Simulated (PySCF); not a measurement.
**How the method moves the HOMO and LUMO of `[BH3-][NH2+]CO[SiH3]`**

Species: CH10BNOSi.
Structure used (PBE0-D3(BJ)/def2-SVP), in Å, numbered top down from 1:
```
atom  x, y, z in Å
B1     2.012    0.062    0.116
N2     0.517   -0.016    0.761
C3    -0.558    0.108   -0.213
O4    -1.777    0.039    0.448
Si5   -3.281    0.168   -0.285
H6     2.781   -0.075    1.058
H7     2.072   -0.859   -0.691
H8     2.088    1.167   -0.409
H9     0.409   -0.902    1.261
H10    0.411    0.717    1.465
H11   -0.427   -0.707   -0.946
H12   -0.411    1.069   -0.736
H13   -4.273    0.058    0.813
H14   -3.461   -0.932   -1.281
H15   -3.398    1.484   -0.983
```

Basis pcSseg-1 throughout (PySCF), one geometry. Isolated species at its PBE0-D3(BJ)/def2-SVP geometry (one conformer only).

**Question.** How do the orbital energies, the gap and the dipole change with the method?

**Answer.** 
```
   method                    kind  HOMO (eV)  LUMO (eV)  gap (eV)  μ (D)  SCF cycles
     BLYP                     GGA      -6.32      -0.93      5.39   5.28          15
     OPBE                     GGA      -6.32      -0.85      5.47   5.29          15
      PBE                     GGA      -6.40      -1.08      5.31   5.29          15
    B97-D                     GGA      -6.41      -0.88      5.53   5.27          15
      LDA                     LDA      -6.45      -1.35      5.09   5.30          15
      KT2                     GGA      -6.48      -1.21      5.27   5.22          15
      KT3                     GGA      -6.50      -1.08      5.42   5.24          15
     BP86                     GGA      -6.52      -1.10      5.41   5.28          15
    B97-2           global hybrid      -7.52      -0.15      7.37   5.32          12
    B3LYP           global hybrid      -7.58      -0.40      7.18   5.32          13
     PBE0           global hybrid      -7.78      -0.19      7.58   5.34          12
 mPW1PW91           global hybrid      -7.81      -0.16      7.65   5.33          12
BHandHLYP           global hybrid      -9.11       0.71      9.82   5.36          12
CAM-B3LYP  range-separated hybrid      -9.24       0.83     10.08   5.36          12
  wB97X-D  range-separated hybrid      -9.72       1.64     11.36   5.39          13
  LC-wPBE  range-separated hybrid     -10.66       2.05     12.72   5.39          13
       HF            Hartree–Fock     -11.20       3.03     14.22   5.40          10
```

The HOMO spans 4.88 eV, from BLYP down to HF, and the gap runs from 5.09 eV (LDA) to 14.22 eV (HF). Over the methods BLYP (0 %), OPBE (0 %), PBE (0 %), B97-D (0 %), LDA (0 %), KT2 (0 %), KT3 (0 %), BP86 (0 %), B97-2 (21 %), B3LYP (20 %), PBE0 (25 %), mPW1PW91 (25 %), BHandHLYP (50 %), HF (100 %), a straight line through the gap against the share of exact exchange rises by 0.89 eV for each 10 % (correlation coefficient 0.999). The dipole ranges from 5.22 D (KT2) to 5.40 D (HF). This basis has no diffuse functions.
